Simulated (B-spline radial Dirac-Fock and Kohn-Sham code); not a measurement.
Model: multi-electron Dirac-Fock with separately optimised hole states, Breit and Lamb-shift corrections added in first order. Program: an atomic code on a B-spline grid. Free neutral atoms.

Problem. Order these X-ray lines by photon energy, lowest first.
A. Pd Lα2
B. Pt Mβ
C. Gd Mγ
D. Bi Mζ1
E. Au Mγ
F. Ar Kβ1

Solution. C (1402.4 eV), D (1896.8 eV), B (2130.2 eV), E (2411.8 eV), A (2834.2 eV), F (3191.1 eV).

Values without a named source are computed, but for edge energies of neutral atoms, which are taken from tables.
